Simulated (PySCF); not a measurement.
Vertical excitations of a molecule C3H8BNO from PySCF 2.14.0 with TDA-LC-ωPBE/def2-SVPD, as energy in eV (oscillator strength): 7.39 (0.028), 8.53 (0.008), 8.58 (0.019), 8.66 (0.006), 8.81 (0.315), 9.07 (0.003), 9.18 (0.031), 9.31 (0.015), 9.45 (0.023), 9.55 (0.064). Lowest triplet (TDA): 7.08 eV. Geometry optimised at B3LYP-D3(BJ)/def2-SVP. The values are those of a single conformer.

**Question.** Which molecule gave these data?
(A) C[C@@H]1CB(N)O1
(B) C/N=C/B(C)O
(C) C[C@H]1COB1N
(D) OB1CCCN1

**Answer.** A, C[C@@H]1CB(N)O1
